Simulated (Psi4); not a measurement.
Relaxed torsion scan: C3H10OSi, SMILES CC[SiH2]OC, singlet. Scanned: dihedral C1–C2–Si3–O4; all other coordinates were relaxed at GFN2-xTB. Points at φ and −φ are mirror images.

Geometry of the scan point at 120° (Å):
```
15

C     -2.5320    -0.4678    -0.0329
C     -1.2685     0.1528     0.5522
Si     0.2850    -0.2062    -0.4766
O      0.7980     1.2778    -0.8903
C      1.9317     1.6097    -1.6307
H     -2.7238    -0.0838    -1.0318
H     -3.3977    -0.2457     0.5897
H     -2.4301    -1.5488    -0.0993
H     -1.4116     1.2303     0.6425
H     -1.1324    -0.2310     1.5636
H      1.3113    -0.9268     0.2910
H     -0.0019    -1.0050    -1.6762
H      1.9791     2.6963    -1.7103
H      2.8366     1.2441    -1.1395
H      1.8832     1.1763    -2.6324
```

Computed with PBE-D3(BJ)/def2-TZVP // GFN2-xTB (Psi4 1.11).

Scanned values (°): -165, -150, -135, -120, -105, -90, -75, -60, -45, -30, -15, 0, 15, 30, 45, 60, 75, 90, 105, 120, 135, 150, 165, 180.

Problem. Locate the minima and the barriers on this grid.

Solution. Lower than their neighbours: -60° (0.000 eV), 60° (0.000 eV), 180° (0.028 eV). Higher than their neighbours: -120° (0.077 eV), 0° (0.073 eV), 120° (0.077 eV). The whole profile spans 0.077 eV.
